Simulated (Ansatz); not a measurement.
Mulliken charges of CH4Cl2OSSi, SMILES `CO[Si](S)(Cl)Cl` from PBE/def2-TZVPP in Ansatz (PBE0-D4/def2-TZVP geometry).

```json
{"atom": "C1", "x (Å)": "0.317", "y (Å)": "-1.349", "z (Å)": "-0.991", "charge (e)": "-0.136"}
{"atom": "O2", "x (Å)": "0.724", "y (Å)": "-0.720", "z (Å)": "0.212", "charge (e)": "-0.268"}
{"atom": "Si3", "x (Å)": "-0.003", "y (Å)": "0.544", "z (Å)": "0.904", "charge (e)": "0.551"}
{"atom": "S4", "x (Å)": "0.196", "y (Å)": "2.220", "z (Å)": "-0.371", "charge (e)": "-0.225"}
{"atom": "Cl5", "x (Å)": "0.899", "y (Å)": "0.808", "z (Å)": "2.702", "charge (e)": "-0.167"}
{"atom": "Cl6", "x (Å)": "-1.986", "y (Å)": "0.172", "z (Å)": "1.242", "charge (e)": "-0.199"}
{"atom": "H7", "x (Å)": "0.261", "y (Å)": "-0.630", "z (Å)": "-1.814", "charge (e)": "0.099"}
{"atom": "H8", "x (Å)": "1.060", "y (Å)": "-2.109", "z (Å)": "-1.231", "charge (e)": "0.116"}
{"atom": "H9", "x (Å)": "-0.657", "y (Å)": "-1.827", "z (Å)": "-0.866", "charge (e)": "0.104"}
{"atom": "H10", "x (Å)": "-0.811", "y (Å)": "2.892", "z (Å)": "0.213", "charge (e)": "0.127"}
```

Problem. By hand: the dipole of these point charges (1 e Å = 4.8032 D).

Solution. Σ q r = (-0.060, -0.122, -0.424) e Å, of length 0.445 e Å = 2.14 D.

Problem. How does the dipole of the full density compare? (An estimate is asked.)

Solution. Computed: (-0.114, -0.058, -0.313) e Å, 1.62 D; the point charges give 1.32 times that, at 13° from its direction.

Point charges leave out the atoms' own dipoles, such as those of lone pairs, and Mulliken's split depends on the basis, so the two needn't agree.
